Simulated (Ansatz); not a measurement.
Harmonic frequencies (cm⁻¹) at PBE0-D4/def2-TZVP from Ansatz: 68, 148, 169, 211, 236, 252, 307, 324, 381, 397, 443, 606, 669, 675, 749, 810, 3844, 3848.

Each molecule was computed in one conformer, which needn't be the lowest.

Question: Which molecule is it?
A. `[CH3][Mo](=[S])(=[S])[Cl]`
B. `[OH][Mo]([OH])(=[S])([Cl])[Cl]`
C. `[OH][Mo]([F])([F])([F])([F])[F]`
D. `[NH2][Mo]([OH])(=[S])=[S]`

Answer: B.
